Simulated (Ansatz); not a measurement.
# From B to Ga: the HOMO–LUMO gap

Gas-phase molecules, one atom swapped for its congeners: BH(CH3)2(NH3); AlH(CH3)2(NH3); GaH(CH3)2(NH3). All are singlets with charge 0.

Shapes, held fixed at every level: PBE0-D4/def2-TZVP. Programs: Ansatz 0.2.0. Values in eV.

| level | BH(CH3)2(NH3) | AlH(CH3)2(NH3) | GaH(CH3)2(NH3) |
| --- | --- | --- | --- |
| SPW92/def2-TZVPP | 5.21 | 4.73 | 4.86 |
| PBE-D4/def2-TZVPP | 5.27 | 4.69 | 4.80 |
| r2SCAN-D4/def2-TZVPP | 6.31 | 5.70 | 5.79 |
| B3LYP-D4/def2-TZVPP | 6.89 | 6.20 | 6.25 |
| r2SCAN0-D4/def2-TZVPP | 8.11 | 7.46 | 7.51 |
| wB97X-V/def2-TZVPP | 11.73 | 11.05 | 11.05 |
| wB97M-V/def2-TZVPP | 11.12 | 10.44 | 10.48 |

At wB97M-V/def2-TZVPP the HOMO–LUMO gap isn't monotonic: it is largest for B and smallest for Al (11.12 and 10.44 eV). Every level shows the same order. Relativity is left out for Ga. Orbital gaps aren't excitation energies, and the LUMO depends on the basis.
